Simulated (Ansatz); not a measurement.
Computed with Ansatz on PBE0-D4/def2-TZVP structures; ΔE is electronic, products minus reactants. CCSD(T)/CBS adds triple-zeta CCSD(T) − MP2 to the extrapolated MP2 energy (def2 sets, frozen cores). DFT in def2-TZVPP. HSE06 is defined as in plane-wave codes. Open shells (•) are unrestricted, without spin–orbit coupling. Spin–orbit coupling would lower the free atoms: strongly for I. Elements past krypton have def2 core potentials. For I outer-core shells are correlated without core-valence functions, so the limit isn't a true one: a few kJ/mol of doubt a bond, and 10 to 20 or more in all where bonds break to atoms.

Reaction (homolysis of the C–I bond): `CC(=O)I` → `C[C]=O`• + I•

```tsv
level	ΔE (eV)	difference from CCSD(T)/CBS
revPBE-D4	2.74	0.01
BLYP-D4	2.63	-0.10
B97M-V	2.63	-0.10
r2SCANh-D4	2.61	-0.12
HSE06-D4	2.67	-0.06
PBE-QIDH	2.62	-0.11
BLYP	2.45	-0.28
r2SCAN0	2.48	-0.25
HF/def2-SVP	1.18	-1.55
CCSD(T)/def2-SVP	2.30	-0.43
HF/def2-TZVPP	1.22	-1.51
MP2/def2-TZVPP	2.82	0.09
CCSD/def2-TZVPP	2.37	-0.36
CCSD(T)/def2-TZVPP	2.55	-0.18
HF/CBS(def2)	1.22	-1.51
CCSD/CBS(def2)	2.55	-0.18
CCSD(T)/CBS	2.73	0
```

Largest T1 diagnostic among the species: 0.019.

At CCSD(T), def2-SVP lies −0.44 eV from the extrapolated value and def2-TZVPP −0.19 eV: correlation converges slowly with the basis, and small sets miss more of it in the bonded molecule than in its fragments. The D4 term adds +0.14 eV with B3LYP and +0.07 eV with PBE0; it sums over pairs of atoms, weighted by their polarisabilities, and B3LYP, whose exchange is more repulsive, gets the larger term.

B3LYP here is the variant with VWN-RPA as its local correlation; programs differ in this.

CCSD(T)/CBS has its own doubt, a few kJ/mol and more with outer-core shells, so smaller differences from it don't rank the levels.
